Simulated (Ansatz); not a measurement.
Start from `[F][Ga]([Cl])[Cl]` and change one atom or group to get `C[NH][Ga]([Cl])[Cl]`.

Ansatz, PBE0-D4/def2-TZVP geometries, multiplicity 1. Each molecule was computed in one conformer, which needn't be the lowest.

Scalar relativity is left out up to krypton.

```tsv
property	`[F][Ga]([Cl])[Cl]`
LUMO energy (PBE/def2-TZVPP) / eV	-2.98
LUMO energy (PBE0/def2-TZVPP) / eV	-2.01
size of the dipole moment (PBE/def2-TZVPP) / D	0.81
HOMO–LUMO gap (B3LYP/def2-TZVPP) / eV	7.07
zero-point energy (PBE0-D4/def2-TZVP) / kJ/mol	12.3
LUMO energy (B3LYP/def2-TZVPP) / eV	-2.37
```

(1) Give the same properties after the change, and the shifts. (An estimate is asked.)

Answers

(1) The calculation gave: 
```json
{"property": "LUMO energy (PBE/def2-TZVPP) / eV", "`C[NH][Ga]([Cl])[Cl]`": "-1.90", "shift": "1.08"}
{"property": "LUMO energy (PBE0/def2-TZVPP) / eV", "`C[NH][Ga]([Cl])[Cl]`": "-0.95", "shift": "1.06"}
{"property": "size of the dipole moment (PBE/def2-TZVPP) / D", "`C[NH][Ga]([Cl])[Cl]`": "2.76", "shift": "1.95"}
{"property": "HOMO–LUMO gap (B3LYP/def2-TZVPP) / eV", "`C[NH][Ga]([Cl])[Cl]`": "5.83", "shift": "-1.24"}
{"property": "zero-point energy (PBE0-D4/def2-TZVP) / kJ/mol", "`C[NH][Ga]([Cl])[Cl]`": "149.3", "shift": "137.0"}
{"property": "LUMO energy (B3LYP/def2-TZVPP) / eV", "`C[NH][Ga]([Cl])[Cl]`": "-1.28", "shift": "1.09"}
```

With PBE0 the HOMO rises by 2.41 eV and the LUMO rises by 1.06 eV, so the gap narrows by about 1.35 eV. PBE moves the HOMO by 2.27 eV and ωB97M-V by 2.36 eV. The zero-point energy changes by 137.0 kJ/mol with +15 modes. Dipoles are sizes alone; their direction can turn.

B3LYP here is the variant with VWN-RPA as its local correlation; programs differ in this.
